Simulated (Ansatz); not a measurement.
The pair A = N2 (SMILES N#N) (first 2 atoms), B = CHN (SMILES C#N); geometry from B3LYP-D3(BJ)/def2-TZVP.
(charge 0, multiplicity 1):
```xyz
5

N      0.06391     0.32300    -1.09639
N      0.03054     0.11818    -0.02598
C     -0.07734    -0.54918     3.42181
N     -0.11256    -0.76756     4.54661
H     -0.04447    -0.34468     2.37382
```

Frozen-core correlation. MP2 and its Hartree–Fock in aug-cc-pVQZ are density fitted.

The values were computed with Ansatz (Gaussian basis) for Hartree–Fock, density functionals and correlated methods. Each number belongs to the level named beside it.

The counterpoise-corrected interaction energy is E(AB) − E(A in the pair's basis) − E(B in the pair's basis). Total energies (hartree):

| level | AB | A in the pair's basis | B in the pair's basis |
|---|---|---|---|
| HF/aug-cc-pVTZ | -201.8968658 | -108.9860945 | -92.9101120 |
| MP2/aug-cc-pVTZ | -202.6251583 | -109.3638598 | -93.2592694 |
| HF/aug-cc-pVQZ | -201.9089103 | -108.9928333 | -92.9153924 |
| MP2/aug-cc-pVQZ | -202.6789160 | -109.3927480 | -93.2840709 |
| CCSD(T)/aug-cc-pVTZ | -202.6637949 | -109.3807666 | -93.2811487 |

Work out the counterpoise-corrected interaction energy at the basis-set limit: extrapolate the MP2 correlation part as X⁻³, take Hartree–Fock from the larger set, and add the CCSD(T) − MP2 difference of aug-cc-pVTZ.


1. Differences (1 hartree = 627.509 kcal/mol): HF/aug-cc-pVTZ -0.414; MP2/aug-cc-pVTZ -1.273; HF/aug-cc-pVQZ -0.430; MP2/aug-cc-pVQZ -1.316; CCSD(T)/aug-cc-pVTZ -1.179.
2. Correlation parts, MP2 less HF: -0.860 in aug-cc-pVTZ (X = 3), -0.886 in aug-cc-pVQZ (X = 4).
3. Limit (4³·(-0.886) − 3³·(-0.860))/(4³ − 3³) = -0.906; with HF/aug-cc-pVQZ it gives -1.335.
4. CCSD(T) less MP2 in aug-cc-pVTZ: 0.094.
Result: -1.24 kcal/mol, against -1.27 at MP2/aug-cc-pVTZ. It is an estimate of this method's limit, not of the exact value.

Ansatz is a program for electronic structure.
